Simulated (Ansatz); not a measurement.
Relaxation of AlClH₅NO (9 atoms, charge 0, multiplicity 1), to a largest force component of 0.03 eV/Å in at most 50 steps.

Theory: Ansatz 0.2.0, RKS PBE/6-31G*.

```xyz
9
Properties=species:S:1:pos:R:3
Al -0.049 0.633 -0.324
H -0.079 -0.167 2.320
Cl 1.719 -0.474 -0.696
N -1.589 0.090 -1.006
H -1.714 -0.770 -1.537
H -2.472 0.586 -0.902
O 0.008 2.136 0.586
H 0.886 2.423 0.901
H -0.053 0.510 2.091
```

Task: Where does it end, and by what steps?

Result: The run converged. The force dipped under the threshold on the way, but the program's further checks kept it going. After 14 steps the energy has fallen by 0.104 eV; H2 moved furthest, 0.97 Å.

```csv
step,energy less start (eV),largest force component (eV/Å),accepted
0,0.0000,1.609,yes
1,-0.0767,0.455,yes
2,-0.0850,0.291,yes
3,-0.0903,0.238,yes
4,-0.0921,0.179,yes
5,-0.0963,0.146,yes
6,-0.0968,0.173,yes
7,-0.0815,0.750,no
8,-0.0998,0.046,yes
9,-0.0998,0.203,yes
10,-0.1015,0.113,yes
11,-0.1028,0.010,yes
12,-0.1036,0.061,yes
13,-0.1039,0.058,yes
14,-0.1041,0.022,yes
```

```xyz
9
Properties=species:S:1:pos:R:3
Al -0.091 0.618 -0.552
H 0.182 0.071 3.225
Cl 1.680 -0.448 -1.032
N -1.628 0.132 -1.289
H -1.737 -0.652 -1.931
H -2.517 0.599 -1.120
O -0.067 1.947 0.545
H 0.785 2.185 0.954
H 0.050 0.517 2.632
```

Whether the end is a true minimum wasn't checked by a vibrational analysis.

Run time: 46 s on 1 thread of Arm Neoverse V1, with other jobs on the host, peak memory 0.14 GiB.
